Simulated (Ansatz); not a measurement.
Consider the ligand exchange at the Si–Cl bond: `CS[SiH](Cl)Cl` + H–F → `CS[SiH](F)Cl` + HCl.

Calculated with Ansatz (gas phase, PBE0-D4/def2-TZVP geometries, no zero-point term in ΔE). CBS: MP2 limit from def2 TZ/QZ plus the TZ coupled-cluster correction, frozen cores. This one scheme is used for every species. Functionals use def2-TZVPP. One conformer a species, not always the lowest.

| level | ΔE (kcal/mol) | difference from CCSD(T)/CBS |
| --- | --- | --- |
| PBE-D4 | -8.4 | 1.2 |
| revPBE-D4 | -7.5 | 2.1 |
| BLYP-D4 | -10.6 | -1.0 |
| r2SCAN-D4 | -10.7 | -1.1 |
| ωB97M-V | -10.5 | -0.9 |
| r2SCAN | -11.0 | -1.4 |
| CAM-B3LYP | -13.5 | -3.9 |
| RPA@PBE/def2-TZVPP | -11.7 | -2.1 |
| MP2/def2-QZVPP | -8.4 | 1.2 |
| SCS-MP2/def2-QZVPP | -10.2 | -0.6 |
| CCSD(T)/CBS | -9.6 | 0 |

Task: What do rigid-rotor, harmonic-oscillator terms from PBE0-D4/def2-TZVP frequencies (298.15 K, 1 bar) make of the CCSD(T)/CBS value? (Best estimate.)

Result: Ansatz gave: ΔZPE = -0.9 kcal/mol, ΔH = -10.7 kcal/mol, ΔS = 3 J/(mol·K), ΔG = -10.9 kcal/mol.

Largest T1 diagnostic among the species: 0.011.

In def2-TZVPP, CCSD(T) changes the Hartree–Fock value by +3.3 kcal/mol (the triples alone add +0.7 kcal/mol) and MP2 by +5.2 kcal/mol. Leaving LDA and LC-ωPBE aside and taking each functional with its dispersion term where it has one, the values, not all of them listed here, spread over 4.8 kcal/mol, from CAM-B3LYP-D4 to revPBE-D4. At CCSD(T), def2-SVP lies −1.0 kcal/mol from the extrapolated value and def2-TZVPP −1.2 kcal/mol.
